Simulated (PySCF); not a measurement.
C2H2N3, SMILES C1=NC=N[N]1, multiplicity 2. Atoms are numbered in the order given.

```xyz
7

C      0.0000     1.0566     0.3313
N      0.0000     0.0000     1.1622
C      0.0000    -1.0566     0.3313
N      0.0000    -0.6219    -0.9521
N      0.0000     0.6219    -0.9521
H      0.0000     2.1073     0.6094
H      0.0000    -2.1073     0.6094
```
Charge 0, spin multiplicity 2.

Geometry optimised at B3LYP-D3(BJ)/def2-SVP. A frequency run showed that this geometry is not a minimum. The isomer is the one that the SMILES or the coordinates give; other isomers of the formula were not compared.

Computed with CAM-B3LYP/def2-TZVP (PySCF).

Computed frontier levels, dipole moment and polarisability:
```json
{
  "α spin, highest occupied and lowest empty level": "-9.47 and 1.10 eV",
  "β spin, highest occupied and lowest empty level": "-9.29 and -4.21 eV",
  "dipole_moment": "1.37 D",
  "quadrupole, principal values (traceless, Buckingham form, about the centre of nuclear charge)": "-12.10, 1.33, 10.78 D·Å",
  "mean_static_polarisability": "39.5 bohr³ (5.86 Å³)",
  "polarisability_principal_values": "32.4, 38.2, 48.0 bohr³",
  "⟨S²⟩": "0.768 (pure state 0.75)"
}
```
